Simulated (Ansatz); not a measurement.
`[CH3][Al]([SH])[Br]` + `[Cl][Ge][Br]` → `[CH3][Al]([Cl])[Br]` + `[SH][Ge][Br]`  (redistribution)

Program: Ansatz. Geometries: PBE0-D4/def2-TZVP. ΔE: electronic, gas phase. CCSD(T)/CBS adds triple-zeta CCSD(T) − MP2 to the extrapolated MP2 energy (def2 sets, frozen cores). DFT in def2-TZVPP. For Br, Ge outer-core shells are correlated without core-valence functions, which leaves a few kJ/mol of doubt a bond. Scalar relativity is left out up to krypton. Each species was taken in one conformer, which may not be the lowest.

`[CH3][Al]([SH])[Br]`:

Cartesian coordinates in Å:
```
C -0.162 -0.382 -1.107
Al -0.278 -0.059 0.798
S 1.017 1.286 1.915
Br -1.840 -1.102 2.050
H 0.012 -1.445 -1.300
H -1.105 -0.119 -1.594
H 0.641 0.188 -1.580
H 1.715 1.632 0.818
```

`[Cl][Ge][Br]`:

Z-matrix (Å, degrees):
```
Ge
Cl 1 2.181
Br 1 2.342 2 100.5
```

`[CH3][Al]([Cl])[Br]`:

```xyz
7

C     0.042   -0.979   -0.115
Al   -0.054    0.936    0.100
Cl   -1.565    2.049   -0.823
Br    1.428    2.087    1.339
H     0.887   -1.406    0.428
H    -0.878   -1.448    0.245
H     0.141   -1.238   -1.173
```

`[SH][Ge][Br]`:

Cartesian coordinates in Å:
```
S -0.198 -0.559 1.369
Ge -0.266 -1.119 -0.795
Br 0.315 0.950 -1.765
H 0.148 0.727 1.191
```

| species | r2SCAN0 energy (Eh) |
| --- | --- |
| `[CH3][Al]([SH])[Br]` | -3255.35185 |
| `[Cl][Ge][Br]` | -5111.38156 |
| `[CH3][Al]([Cl])[Br]` | -3316.78335 |
| `[SH][Ge][Br]` | -5049.95997 |

Task: Work out ΔE.

Result: ΔE = (-3316.78335) + (-5049.95997) − (-3255.35185) − (-5111.38156) = -0.00991 Eh = -26.0 kJ/mol. CCSD(T)/CBS gives -25.9 kJ/mol.

Largest T1 diagnostic among the species: 0.012.

At CCSD(T), def2-SVP lies −6.6 kJ/mol from the extrapolated value and def2-TZVPP −0.3 kJ/mol. Leaving LDA and LC-ωPBE aside and taking each functional with its dispersion term where it has one, the values, not all of them listed here, spread over 3.7 kJ/mol, from r2SCAN0-D4 to PBE-D4.
